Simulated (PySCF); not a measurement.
A species of formula C9H6N (doublet) has this rotational fingerprint, computed with PBE0-D3(BJ)/def2-SVP geometry optimisation, gas phase in PySCF 2.14.0:

```
Rotational constants : A = 3381, B = 1234, C = 904.1 MHz
Dipole components    : |μa| = 2.18 D, |μb| = 1.66 D, |μc| = 0.00 D
Inertial defect      : 0.00 u·Å²
κ                    : -0.73
```

Task: Which structure is it? (One computed conformer of each.)
A. `[c]1cccc2ccncc12` [radical]
B. `c1cncc2c[c]ccc12` [radical]

Result: A. It is [c]1cccc2ccncc12, an asymmetric top, point group Cs. The candidates at the same level (rigid rotor, commonest isotopes):

| SMILES | A (MHz) | B (MHz) | C (MHz) | μa (D) | μb (D) | μc (D) | Δ (u·Å²) | point group | rotor |
| --- | --- | --- | --- | --- | --- | --- | --- | --- | --- |
| [c]1ccc2ccncc2c1 | 3232 | 1283 | 918.4 | 1.56 | 1.35 | 0.00 | 0.00 | Cs | asymmetric top |
| [c]1cccc2ccncc12 | 3381 | 1234 | 904.1 | 2.18 | 1.66 | 0.00 | 0.00 | Cs | asymmetric top |

`[c]1ccc2ccncc2c1` has A 4 % too low. In the right answer the mirror of this Cs structure is the ab plane, so μc vanishes by symmetry. No structure here is proved a minimum.
